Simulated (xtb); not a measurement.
singlet oxygen (O$_{2}$), singlet, at a GFN2-xTB geometry, atoms displaced at random by about 0.06 Å a coordinate; xtb with GFN2-xTB.

The xtb input:
```
$ xtb mol.xyz --gfn 2 --chrg 0 --uhf 0 --opt --json

# file mol.xyz
2

O      0.05328101    -0.06630130    -0.59118505
O     -0.12652780     0.07504046     0.54520551
```

What the program printed (banner, timings and long lists left out):

```
   ID    Z sym.   atoms
    1    8 O      1, 2

           -------------------------------------------------
          |                Calculation Setup                |
           -------------------------------------------------

           -------------------------------------------------
          |                 G F N 2 - x T B                 |
           -------------------------------------------------

          ...................................................
          :                      SETUP                      :
          :.................................................:
          :  # basis functions                   8          :
          :  # atomic orbitals                   8          :
          :  # shells                            4          :
          :  # electrons                        12          :
          :  max. iterations                   250          :
          :  Hamiltonian                  GFN2-xTB          :
          :  restarted?                      false          :
          :  GBSA solvation                  false          :
          :  PC potential                    false          :
          :  electronic temp.          300.0000000     K    :
          :  accuracy                    1.0000000          :
          :  -> integral cutoff          0.2500000E+02      :
          :  -> integral neglect         0.1000000E-07      :
          :  -> SCF convergence          0.1000000E-05 Eh   :
          :  -> wf. convergence          0.1000000E-03 e    :
          :  Broyden damping             0.4000000          :
          :  net charge                          0          :
          :  unpaired electrons                  0          :
          ...................................................

 iter      E             dE          RMSdq      gap      omega  full diag
   1     -7.9162612 -0.791626E+01  0.458E+00    0.00       0.0  T
   2     -7.9162700 -0.881811E-05  0.276E+00    0.00       1.0  T
   3     -7.9162773 -0.734830E-05  0.481E-02    0.00       1.5  T
   4     -7.9162773 -0.277139E-08  0.208E-02    0.00       3.4  T
   5     -7.9162773 -0.367183E-09  0.350E-05    0.00    2023.1  T
   6     -7.9162773  0.213163E-13  0.216E-07    0.00  100000.0  T

   *** convergence criteria satisfied after 6 iterations ***

         :::::::::::::::::::::::::::::::::::::::::::::::::::::
         ::                     SUMMARY                     ::
         :::::::::::::::::::::::::::::::::::::::::::::::::::::
         :: total energy              -7.902643626510 Eh    ::
         :: gradient norm              0.128360689528 Eh/a0 ::
         :: HOMO-LUMO gap              0.000000000003 eV    ::
         ::.................................................::
         :: SCC energy                -7.916277331208 Eh    ::
         :: -> isotropic ES           -0.000314554081 Eh    ::
         :: -> anisotropic ES          0.004870035060 Eh    ::
         :: -> anisotropic XC         -0.009447431187 Eh    ::
         :: -> dispersion             -0.000194554332 Eh    ::
         :: repulsion energy           0.013633704697 Eh    ::
         :: add. restraining           0.000000000000 Eh    ::
         :: total charge              -0.000000000000 e     ::
         :::::::::::::::::::::::::::::::::::::::::::::::::::::

      -----------------------------------------------------------
     |                   =====================                   |
     |                        A N C O P T                        |
     |                   =====================                   |
     |               Approximate Normal Coordinate               |
     |                Rational Function Optimizer                |
      -----------------------------------------------------------
      -----------------------------------------------------------
     |                   =====================                   |
     |                        A N C O P T                        |
[...]
 * total energy  :    -7.9026436 Eh     change       -0.3552714E-14 Eh
 * total energy  :    -7.9067168 Eh     change       -0.4073145E-02 Eh
 * total energy  :    -7.9067516 Eh     change       -0.3481001E-04 Eh
 * total energy  :    -7.9067522 Eh     change       -0.6353521E-06 Eh
   *** GEOMETRY OPTIMIZATION CONVERGED AFTER 4 ITERATIONS ***
[...]

   *** convergence criteria satisfied after 3 iterations ***

         :::::::::::::::::::::::::::::::::::::::::::::::::::::
         ::                     SUMMARY                     ::
         :::::::::::::::::::::::::::::::::::::::::::::::::::::
         :: total energy              -7.906752217321 Eh    ::
         :: gradient norm              0.000771830681 Eh/a0 ::
         :: HOMO-LUMO gap              0.000000000001 eV    ::
         ::.................................................::
         :: SCC energy                -7.914927337946 Eh    ::
         :: -> isotropic ES           -0.000223956809 Eh    ::
         :: -> anisotropic ES          0.003532132229 Eh    ::
         :: -> anisotropic XC         -0.006892717932 Eh    ::
         :: -> dispersion             -0.000194535785 Eh    ::
         :: repulsion energy           0.008175120625 Eh    ::
         :: add. restraining           0.000000000000 Eh    ::
         :: total charge               0.000000000000 e     ::
         :::::::::::::::::::::::::::::::::::::::::::::::::::::

           -------------------------------------------------
          |                Property Printout                |
           -------------------------------------------------

    * Orbital Energies and Occupations

         #    Occupation            Energy/Eh            Energy/eV
      -------------------------------------------------------------
         1        2.0000           -0.8270797             -22.5060
         2        2.0000           -0.7368635             -20.0511
         3        2.0000           -0.6613758             -17.9970
         4        2.0000           -0.6613758             -17.9970
         5        2.0000           -0.6381973             -17.3662
         6        1.0000           -0.4430083             -12.0549 (HOMO)
         7        1.0000           -0.4430083             -12.0549 (LUMO)
         8                          0.1232272               3.3532
      -------------------------------------------------------------
                  HL-Gap            0.0000000 Eh            0.0000 eV
             Fermi-level           -0.4430083 Eh          -12.0549 eV

     #   Z          covCN         q      C6AA      α(0)
     1   8 O        0.979    -0.000    15.074     5.208
     2   8 O        0.979     0.000    15.074     5.208

 Mol. C6AA /au·bohr⁶  :         60.297417
 Mol. C8AA /au·bohr⁸  :       1216.834721
 Mol. α(0) /au        :         10.415954

Wiberg/Mayer (AO) data.
largest (>0.10) Wiberg bond orders for each atom

 ---------------------------------------------------------------------------
     #   Z sym  total        # sym  WBO       # sym  WBO       # sym  WBO
 ---------------------------------------------------------------------------
     1   8 O    1.500 --     2 O    1.500
     2   8 O    1.500 --     1 O    1.500
 ---------------------------------------------------------------------------

Topologies differ in total number of bonds
Writing topology from bond orders to xtbtopo.mol

molecular dipole:
                 x           y           z       tot (Debye)
 q only:       -0.000       0.000       0.000
   full:       -0.000       0.000      -0.000       0.000
molecular quadrupole (traceless):
                xx          xy          yy          xz          yz          zz
 q only:        0.000      -0.000       0.000      -0.000       0.000      -0.000
  q+dip:        0.561       0.034       0.577       0.276      -0.217      -1.138
   full:        0.572       0.035       0.589       0.281      -0.221      -1.161

optimized geometry written to: xtbopt.xyz

           -------------------------------------------------
          | TOTAL ENERGY               -7.906752217321 Eh   |
          | GRADIENT NORM               0.000771830681 Eh/α |
          | HOMO-LUMO GAP               0.000000000001 eV   |
           -------------------------------------------------

normal termination of xtb
```
